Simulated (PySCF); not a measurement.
Correlation energy of O (oxygen, neutral)

[He] 2s1 2p5, high-spin 3P determinant (an excited configuration). Computed with PySCF 2.14 in dyall-acv3z, with scalar relativity by spin-free X2C-1e. Frozen: 1s2; 6 electrons correlated; the 19 highest virtual orbitals of each spin left out.

```json
{"level": "CCSD", "correlation energy (mhartree)": "-212.84"}
{"level": "(T)", "correlation energy (mhartree)": "-16.87"}
{"level": "CCSD(T)", "correlation energy (mhartree)": "-229.71"}
```

Diagnostics: T1 = 0.024, D1 = 0.0644, largest double amplitude 0.221.

Task: Is a single reference adequate?

Result: Not fully. A double-excitation amplitude exceeds 0.15, a sign of near-degeneracy.
